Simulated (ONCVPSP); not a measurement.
**Building the ONCV potential for europium (Eu) (PBE, non-relativistic).**

ONCVPSP 4.0.1 input, shortened (lines: element, Z, core and valence counts, functional; n l f; lmax; l rc ep ncon nbas qcut; lloc lpopt rc5 dvloc0; l nproj debl; icmod fcfact rcfact), PBE, non-relativistic:

```
  Eu 63.00    8    6        4      upf
    1    0    2.00
    2    0    2.00
    2    1    6.00
    3    0    2.00
    3    1    6.00
    3    2   10.00
    4    0    2.00
    4    1    6.00
    4    2   10.00
    4    3    7.00
    5    0    2.00
    5    1    6.00
    5    2    0.50
    6    0    1.50
    3
    0    2.70    0.00    3    8    4.00
    1    2.05    0.00    3    6    8.20
    2    0.85    0.00    4    9   16.80
    3    1.20    0.00    3    7   16.60
    4    5    0.60    4.00
    0    2    1.80
    1    2    3.50
    2    2    3.70
    3    3    0.90
    3    3.00    1.05
```

All-electron outer shells of the reference configuration (PBE, non-relativistic, ld1.x):

| shell | level (eV) | outermost node (bohr) | outermost maximum (bohr) |
| --- | --- | --- | --- |
| 4p | -245.27 | 0.30 | 0.57 |
| 4d | -136.17 | 0.27 | 0.57 |
| 5s | -38.30 | 0.71 | 1.31 |
| 5p | -22.28 | 0.74 | 1.45 |
| 4f | -5.22 | – | 0.58 |
| 6s | -3.12 | 1.79 | 3.93 |
| 5d | -1.69 | 0.82 | 2.11 |

What the tests gave:

| Quantity | Value |
| --- | --- |
| Cutoffs needed | 104 Ha and 119 Ha (the cutoffs (Ha) at which the residual kinetic energy of the hardest occupied pseudo-wave falls to 1 and 0.1 mHa per electron) |
| Ghost test | ghosts flagged at negative energy: s at -726.8 eV, s at -11.9 eV, p at -425.8 eV; no localised positive-energy state flagged; a true bound ghost makes a file unfit for plane-wave use |
| Configuration tests | tests left out (the all-electron energies of this program are off by 10 to 40 meV for near-neutral 4f atoms) |
| rms error of d²Exc/dni dnj | 4.23 mHa without and 3.85 mHa with the model core |

Generation and tests took about 8.1 s on one core of a shared server CPU.
